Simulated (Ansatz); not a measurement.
Molecule: CH₇ClFNSi₂, charge 0, multiplicity 1. 
Geometry from a B3LYP-D3(BJ)/def2-TZVP (Ansatz, an electronic-structure program) optimisation:
```xyz
13

C      1.6431    -0.8764    -0.8361
Si     0.4500     0.3091    -0.0759
F      0.3339     1.5711    -1.0558
Cl     1.1698     1.0542     1.7073
N     -1.0821    -0.3650     0.2468
Si    -2.0484    -1.4274    -0.7291
H      1.2654    -1.2439    -1.7919
H      2.6002    -0.3850    -1.0154
H      1.8088    -1.7302    -0.1784
H     -1.5203    -0.0228     1.0921
H     -1.2794    -1.7027    -1.9615
H     -2.3256    -2.7026    -0.0268
H     -3.3464    -0.8065    -1.0807
```
Charge 0, spin multiplicity 1.

Wanted: vertical triplet-singlet gap (E(triplet) - E(singlet); each state is the SCF solution reached for its spin), in eV. Cores are frozen in the correlated levels unless marked. Open shells are spin-unrestricted. No spin-orbit coupling. No relativistic terms. CBS marks a two-point X^-3 extrapolation of the correlation energy; Hartree-Fock from the larger set. The bracket is a focal-point correction in the basis named.

```tsv
level	program	vertical triplet-singlet gap (eV)	minus last row
HF/aug-cc-pV(D+d)Z	Ansatz	5.98	-0.62
HF/aug-cc-pV(T+d)Z	Ansatz	5.98	-0.62
BHLYP/def2-TZVPD	Ansatz	6.45	-0.15
wB97M-V/def2-TZVPD	Ansatz	6.60	0.00
RI-MP2/aug-cc-pV(T+d)Z	Ansatz	6.97	0.37
RI-MP2/CBS(aug-cc-pV(T+d)Z,aug-cc-pV(Q+d)Z)	Ansatz	7.06	0.46
RI-MP2/CBS(aug-cc-pV(T+d)Z,aug-cc-pV(Q+d)Z)+[CCSD(T)-MP2]/aug-cc-pV(T+d)Z	Ansatz	6.60	0.00
```
